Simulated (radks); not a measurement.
Removal energies from the titanium ion Ti+, [Ar] 3d3, by Delta-SCF beside the eigenvalue of the level emptied. Calculated with a radial shooting solver on a logarithmic mesh with Libxc functionals: scalar-relativistic Kohn-Sham, BLYP, spin-polarised, spherical densities, finite nucleus; Fermi nuclear charge, rms radius of each element as measured or else 0.836 A^(1/3) + 0.57 fm. Open shells are filled with parallel spins first.

removed from       final configuration  Delta-SCF (eV)  -eigenvalue (eV)
3d                            [Ar] 3d2          14.153             8.586
3p                    [Ne] 3s2 3p5 3d3          46.450            40.216
3s                    [Ne] 3s1 3p6 3d3          70.115            63.697
2p            [He] 2s2 2p5 3s2 3p6 3d3          468.25            446.06
